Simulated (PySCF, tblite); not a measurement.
Isomers of C6H9F2NO, one GFN2-xTB conformer each. Single-point energies are computed at PBE0/pcSseg-1 (PySCF, gas phase, no added dispersion term), electronic only.

Question: Rank them by PBE0/pcSseg-1 energy, lowest first (kcal/mol).
A. `[O:1]=[C:2]1[CH2:3][C@H:4]([CH:5]([F:6])[F:7])[CH2:8][CH2:9][NH:10]1` with C3–C4–C5–F6 -171°, O1–C2–C3–C4 -160°, C2–C3–C4–C5 74°, C3–C4–C8–C9 61°, C4–C8–C9–N10 -45°
B. `[CH3:1][C@@H:2]([C:3]([NH2:4])=[O:5])[CH:6]1[C@@H:7]([F:8])[C@@H:9]1[F:10]` with C1–C2–C3–N4 -124°, C2–C3–N4–H -16° and -175°, C1–C2–C6–C7 -159°

Answer: A (0.0), B (34.4).

As drawn, the lower has two fluorines on one carbon, which the higher lacks; the higher has a three-membered ring, which the lower lacks. GFN2-xTB itself gives, in the same order: 0.0, 31.3. Both levels put the same isomer lowest.

Question: Which frontier levels, dipoles and rotational constants go with these structures?

Answer: 
```
                            SMILES  HOMO (eV, PBE0/pcSseg-1)  LUMO (eV)  dipole (D)      A, B, C (MHz)
             O=C1C[C@H](C(F)F)CCN1                     -7.33       0.53        3.88  2029, 1043, 828.9
C[C@@H](C(N)=O)C1[C@@H](F)[C@@H]1F                     -7.52       0.61        4.15  1780, 1103, 877.9
```

Question: What happens when harmonic zero-point energies from GFN2-xTB frequencies are added?

Answer: 
```tsv
SMILES	ZPE (kcal/mol)	electronic (kcal/mol)	with ZPE (kcal/mol)
O=C1C[C@H](C(F)F)CCN1	93.3	0.0	0.0
C[C@@H](C(N)=O)C1[C@@H](F)[C@@H]1F	91.2	34.4	32.3
```

The zero-point energies span 2.1 kcal/mol. The order is unchanged.
